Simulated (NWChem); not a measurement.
Molecule: CH$_{4}$AlI; SMILES [CH3][AlH][I]

```xyz
7

Al    -0.6182    -1.4902     0.0000
H     -2.1767    -1.7729     0.0002
I      0.0510     0.9045     0.0000
C      0.7462    -2.8773     0.0000
H      0.6328    -3.5254     0.8861
H      1.7702    -2.4754    -0.0031
H      0.6289    -3.5296    -0.8825
```
Atoms are numbered in this order, from 1.

Coordinates come from a PBE0/def2-SVP optimisation. B3LYP is NWChem's, with the RPA form of VWN correlation. def2 effective core potentials on I; no spin-orbit coupling.

Problem. List the 6 lowest vertical singlet excitations and the 6 lowest triplet ones from B3LYP/def2-SVP with def2 effective core potentials on I, TDA (NWChem).

Solution. 
```json
[
 {"state": "S1", "energy (eV)": "4.54", "oscillator strength": "0.000", "leading excitation (squared amplitude)": "HOMO → LUMO (1.00)"},
 {"state": "S2", "energy (eV)": "5.32", "oscillator strength": "0.070", "leading excitation (squared amplitude)": "HOMO−1 → LUMO (0.93)"},
 {"state": "S3", "energy (eV)": "5.69", "oscillator strength": "0.000", "leading excitation (squared amplitude)": "HOMO−2 → LUMO (0.90)"},
 {"state": "S4", "energy (eV)": "5.87", "oscillator strength": "0.000", "leading excitation (squared amplitude)": "HOMO−3 → LUMO (0.90)"},
 {"state": "S5", "energy (eV)": "6.03", "oscillator strength": "0.051", "leading excitation (squared amplitude)": "HOMO → LUMO+1 (0.96)"},
 {"state": "S6", "energy (eV)": "6.31", "oscillator strength": "0.044", "leading excitation (squared amplitude)": "HOMO−1 → LUMO+1 (0.98)"},
 {"state": "T1", "energy (eV)": "4.41", "oscillator strength": "spin-forbidden", "leading excitation (squared amplitude)": "HOMO → LUMO (0.99)"},
 {"state": "T2", "energy (eV)": "4.64", "oscillator strength": "spin-forbidden", "leading excitation (squared amplitude)": "HOMO−1 → LUMO (0.99)"},
 {"state": "T3", "energy (eV)": "5.40", "oscillator strength": "spin-forbidden", "leading excitation (squared amplitude)": "HOMO−2 → LUMO (0.87)"},
 {"state": "T4", "energy (eV)": "5.49", "oscillator strength": "spin-forbidden", "leading excitation (squared amplitude)": "HOMO−3 → LUMO (0.85)"},
 {"state": "T5", "energy (eV)": "5.58", "oscillator strength": "spin-forbidden", "leading excitation (squared amplitude)": "HOMO → LUMO+1 (0.97)"},
 {"state": "T6", "energy (eV)": "5.94", "oscillator strength": "spin-forbidden", "leading excitation (squared amplitude)": "HOMO−1 → LUMO+1 (0.91)"}
]
```
